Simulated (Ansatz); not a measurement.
Ideal-gas functions of `[CH3][V](=[NH])([Cl])[Cl]` at 500 K and 1 bar, from an Ansatz frequency run at PBE0-D4/def2-TZVP.

Molar mass 151.9 g/mol, point group Cs (symmetry number 1), electronic degeneracy 1, moments of inertia 182.545, 306.379, 361.336 u Å². Harmonic wavenumbers (cm⁻¹, unscaled): 112, 150, 161, 163, 213, 236, 417, 450, 493, 512, 566, 579, 713, 1105, 1159, 1404, 1412, 3039, 3150, 3164, 3609.

Use S(trans) = R[1.5 ln M + 2.5 ln T − 1.1517]; rotational temperatures θ = 24.2544 K / I; S(rot) = R[ln(√π/σ · √(T³/θAθBθC)) + 1.5]; for each mode x = 1.438777 ν̃/T, S = R[x/(eˣ − 1) − ln(1 − e⁻ˣ)] and H = RT x/(eˣ − 1); 1 cm⁻¹ = 0.0119627 kJ/mol; R = 8.31446 J/(mol·K).

Question: By hand: the entropy, in J/(mol·K).

Answer: Translation 182.3. Rotation: θ = 0.1329, 0.0792, 0.0671 K, giving 124.9. Vibration, mode by mode: 17.76, 15.36, 14.79, 14.68, 12.51, 11.69, 7.28, 6.72, 6.07, 5.81, 5.12, 4.97, 3.66, 1.50, 1.33, 0.75, 0.74, 0.01, 0.01, 0.01, 0.00, in all 130.8. Electronic 0.0. Sum 438.0 J/(mol·K).

Question: By hand: H − E and G − E in kJ/mol, counted from the electronic energy.

Answer: Zero-point energy ½ × 22807 × 0.0119627 = 136.4; thermal vibration 33.4; translation, rotation and pV give 4 RT = 16.6. H − E = 186.4 kJ/mol, and G − E = 186.4 − 500 × 438.0/1000 = -32.6 kJ/mol.

Vibration gives 30 % of the entropy, 17.8 J/(mol·K) of it from the mode under 150 cm⁻¹: soft modes count most, and the harmonic formula is weakest for them. The sum counts one conformer and one mirror image; others add a mixing term.
